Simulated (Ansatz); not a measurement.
AlH$_{3}$OS$_{2}$Si, SMILES `S[Si]1(S)[O][AlH]1`, 8 atoms. Total charge 0; spin multiplicity 1. All runs use 4 threads of a server CPU on a shared host. Correlated methods freeze the cores.

Task: Give the basis size and wall time and peak host memory of each of these runs in Ansatz. RHF-CCSD(T)/def2-TZVPP energy; RKS ωB97M-V/def2-TZVPP energy and forces; RKS PBE0-D4/def2-TZVP relaxation (8 steps); RHF-MP2/def2-QZVPP energy; RHF-CCSD(T)/def2-SVP energy; RKS PBE0-D4/def2-QZVPP energy; RKS PBE0-D4/def2-TZVPP energy; RKS PBE0-D4/def2-TZVP frequencies; direct RPA on PBE orbitals/def2-TZVPP energy; RKS ωB97M-V/def2-SVP energy; RKS r2SCANh-D4/def2-TZVPP energy; RKS PBE-D4/def2-TZVPP energy and forces. (Best estimate.)

Result: Ansatz gave: Other jobs shared the machine, so times are rough.

```tsv
level	job	functions	wall time	peak host memory (GiB)
RHF-CCSD(T)/def2-SVP	energy	101	3.1 s	0.33
RKS PBE-D4/def2-TZVPP	energy and forces	241	3.2 s	0.36
RKS PBE0-D4/def2-TZVPP	energy	241	4.1 s	0.73
direct RPA on PBE orbitals/def2-TZVPP	energy	241	6 s	0.52
RKS ωB97M-V/def2-SVP	energy	101	7 s	0.33
RKS r2SCANh-D4/def2-TZVPP	energy	241	7.5 s	0.74
RKS PBE0-D4/def2-QZVPP	energy	427	12 s	1.8
RKS ωB97M-V/def2-TZVPP	energy and forces	241	15 s	0.97
RHF-MP2/def2-QZVPP	energy	427	22 s	2.2
RKS PBE0-D4/def2-TZVP	relaxation (8 steps)	197	36 s	0.61
RHF-CCSD(T)/def2-TZVPP	energy	241	100 s	4
RKS PBE0-D4/def2-TZVP	frequencies	197	2.3 min	0.61
```
